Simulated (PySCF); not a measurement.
Species: C6H6F3P.
SMILES with atom numbers: `[CH3:1][C:2]1=[C:3]([CH3:4])[P:5]1[C:6]([F:7])=[C:8]([F:9])[F:10]`

NICS = −σ at a ghost point: NICS(0) at the centroid of the ring atoms, NICS(1) 1 Å to either side along the normal of their mean plane, zz for the tensor component along that normal. Level: GIAO B3LYP/pcSseg-1 (PySCF, non-relativistic, gas phase) on the PBE0-D3(BJ)/def2-SVP geometry, one conformer.

Ring bond lengths (Å): C2–C3 1.309, C3–P5 1.830, P5–C2 1.830.

What do the NICS probes read (ppm)?

```tsv
ring	type	NICS(0)	NICS(1), two faces	NICS(1)zz, two faces	rms pucker (Å)	centre to ring atoms, mean (Å)
C2–C3–P5	3-membered ring with P; formal bonds 1 double, 2 single	-27.5	-10.4 / -7.7	-20.8 / -17.6	0.00	0.96
```

What do they say, and how far can they be read as aromaticity?

- C2–C3–P5: mean NICS(1)zz -19.2 ppm, shielded. C6, outside the ring, lies 1.71 Å from a NICS(1) probe. The two faces differ by 3.2 ppm, so no symmetry operation interchanges them. NICS(0) lies 18 ppm below the mean NICS(1).

How equal are the bonds by HOMA? Use HOMA with the parameters of Krygowski (1993).

- C2–C3–P5: HOMA -0.92; the largest term is that of P5–C2, α(R − Ropt)² = 2.08.

At the second NICS(1) probe listed for ring C2–C3–P5, 1 Å off the ring, how large is the induced field along the normal in 14.1 T applied along it?

NICSzz × B0 = -17.6 ppm × 14.1 T = -248 μT, against the applied field.

How shielded are the nuclei of the rings and their hydrogens (means over atoms taken as equivalent)?

```json
{"atoms": "C2 (×2)", "environment": "fully substituted alkene carbon", "σ isotropic (ppm)": "53.8"}
{"atoms": "P5", "environment": "phosphine phosphorus", "σ isotropic (ppm)": "519.6"}
```

How do the values depend on the level or the medium?

```
                            level  NICS(0), C2–C3–P5  mean NICS(1)zz, C2–C3–P5
              B3LYP/pcSseg-1, gas              -27.5                     -19.2
               PBE0/pcSseg-1, gas              -27.6                     -19.2
PBE0/pcSseg-1, IEF-PCM chloroform              -28.0                     -19.5
     PBE0/pcSseg-1, IEF-PCM water              -28.1                     -19.6
```

The geometry is the same throughout; the continuum's cavity takes Bondi-type radii × 1.2.

The values belong to the conformer `[CH3:1][C:2]1=[C:3]([CH3:4])[P:5]1[C:6]([F:7])=[C:8]([F:9])[F:10]`: C3–P5–C6–F7 -20°.
